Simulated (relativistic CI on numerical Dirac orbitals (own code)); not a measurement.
Method of calculation: Dirac equation for one electron, model QED (radiative potential, 1s self-energy scaled to tabulated hydrogen-like ionisation energies) (own radial code, finite nucleus).

Configurations in the expansion: 1s, 2s, 2p, 3s, 3p, 3d, 4s, 4p, 4d, 4f, 5s, 5p, 5d, 5f, 5g, 6s, 6p, 6d. Levels of other configurations are missing.

Outline of the computed level scheme of Co XXVII. Lowest level of each configuration: 1s ²S1/2 at 0.00 eV; 2p ²P°1/2 at 7501.81 eV; 2s ²S1/2 at 7502.46 eV; 3p ²P°1/2 at 8899.19 eV; 3s ²S1/2 at 8899.38 eV; 3d ²D3/2 at 8906.50 eV; 4p ²P°1/2 at 9387.26 eV; 4s ²S1/2 at 9387.34 eV; 4d ²D3/2 at 9390.34 eV.

Some strong electric-dipole decays among the lowest 14 levels: 2p ²P°1/2 → 1s ²S1/2 (3.3e+14 s⁻¹); 2p ²P°3/2 → 1s ²S1/2 (3.3e+14 s⁻¹); 3p ²P°3/2 → 1s ²S1/2 (8.9e+13 s⁻¹); 3p ²P°1/2 → 1s ²S1/2 (8.8e+13 s⁻¹); 4p ²P°3/2 → 1s ²S1/2 (3.6e+13 s⁻¹); 4p ²P°1/2 → 1s ²S1/2 (3.6e+13 s⁻¹); 3d ²D5/2 → 2p ²P°3/2 (3.4e+13 s⁻¹); 3d ²D3/2 → 2p ²P°1/2 (2.9e+13 s⁻¹).
